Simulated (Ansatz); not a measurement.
A run for Ansatz (an electronic-structure program): R-B3LYP/def2-TZVPP on sulfur difluoride (SMILES FSF), atoms moved off the minimum.

Ansatz 0.2 input:
```yaml
crystal:
  periodic: [false, false, false]
  atoms:
    - {symbol: F, position_ang: [-1.21362418, -0.47497916, 0.05066712]}
    - {symbol: S, position_ang: [-0.05806044, 0.54191908, -0.07808234]}
    - {symbol: F, position_ang: [1.24327898, -0.46394231, -0.03710341]}
basis:
  gaussian:
    orbitals: def2-TZVPP
hamiltonian:
  xc: {name: B3LYP}
scf: {lower_state_search: off}
output: {forces: true}
```

The head of its log:

```
WARN ansatz: RAYON_NUM_THREADS=1 ignored (pool sized by the plan → 1); use --threads N
Functional definition: B3LYP
these checks for a lower state are left out or cut short: stability, starts, cluster_reference, orbital_swaps, neighbouring_geometries, increment
integrals: 0.02 GiB planned
608 factors; their error is unknown
mean field: 0.26 GiB planned
mean field evaluation 1: about -16268.9821 eV, gradient 3.8e1 eV
mean field evaluation 2: about -16264.0531 eV, gradient 7.0e1 eV
```

Task: What total energy does the run end on?

Result: -597.9445 hartree.
